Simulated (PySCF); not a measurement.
# Calcium: a sound run and one with changed settings

Sound run: Ca [Ar] 4s2, Ca⁺ [Ar] 4s1. Computed with PySCF 2.14 in cc-pVDZ-X2C, with the spin-free X2C one-electron Hamiltonian (Gaussian nucleus). In the sound run the correlated levels freeze [Ar]. The sound run starts from symmetry-adapted Hartree-Fock orbitals and uses a fine grid where one is needed.

Changed run: initial guess sap, at most 50 SCF cycles.

```json
{"species": "Ca", "method": "UHF", "sound run (hartree)": "-679.62917", "changed run (hartree)": "-679.62917", "converged": "yes"}
{"species": "Ca", "method": "B3LYP", "sound run (hartree)": "-680.47368", "changed run (hartree)": "-680.47368", "converged": "yes"}
{"species": "Ca", "method": "CCSD(T)", "sound run (hartree)": "-679.65703", "changed run (hartree)": "-679.65703", "converged": "yes"}
{"species": "Ca⁺", "method": "r2SCAN", "sound run (hartree)": "-680.18496", "changed run (hartree)": "-680.18496", "converged": "yes"}
```

Here the plain start reaches the same solutions.
